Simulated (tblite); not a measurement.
**Question.** Give a GFN2-xTB geometry of `F[C@H]([SiH3])C[SiH2][SiH2]O[SiH3]`.

**Answer.** 
```xyz
21
C2H13FOSi4 angstrom
F     -1.4333    0.2078   -1.5858
C     -2.1859   -0.2230   -0.4842
Si    -3.9922    0.3861   -0.7336
C     -1.5293    0.2834    0.7880
Si     0.2793   -0.3165    0.9882
Si     1.6007    0.2911   -0.8004
O      3.1397    0.2126   -0.2656
Si     4.5435   -0.3677    0.2731
H     -2.1228   -1.3176   -0.5202
H     -4.8004   -0.2476    0.3091
H     -4.4371   -0.0103   -2.0668
H     -4.0003    1.8408   -0.5894
H     -2.1332   -0.0600    1.6273
H     -1.5696    1.3737    0.7953
H      0.6927    0.2102    2.3036
H      0.1650   -1.7762    1.1972
H      1.4922    1.6792   -1.2610
H      1.5400   -0.6060   -1.9602
H      5.1336   -1.1798   -0.7896
H      5.3469    0.8124    0.5779
H      4.2614   -1.1757    1.4607
```

Any rigid rotation of these coordinates is as good. Atoms count from 1 in this order. Si3 (SiH3 silicon) is tetrahedral (angles from 106.8° to 111.4°). Si5 (SiH2 silicon) is distorted tetrahedral (angles from 104.2° to 115.9°). Of the pairs four or more bonds apart, F1···Si6 is among the closest relative to their van der Waals radii: 3.14 Å, 88 % of the sum of Bondi's values. Si6 (oxygen-bound silicon) is distorted tetrahedral (angles from 102.6° to 116.8°).

Bonds between heavy atoms (Å): F1–C2 1.402, C2–Si3 1.922, C2–C4 1.519, C4–Si5 1.916, Si5–Si6 2.305, Si6–O7 1.631, O7–Si8 1.612.

Computed geometry: GFN2-xTB, gas phase.

Point group: C1 (no symmetry element, even within 0.4 Å). Its lowest GFN2-xTB frequency is 5 cm⁻¹, too small to tell a flat minimum from a shallow saddle. One conformer, not necessarily the lowest (F1–C2–C4–Si5 -58°, C2–C4–Si5–Si6 57°, C4–Si5–Si6–O7 160°, Si5–Si6–O7–Si8 68°). 3 starts were optimised and ended at 0.00, 0.01 and 0.36 kcal/mol (GFN2-xTB); the lowest of these is shown.
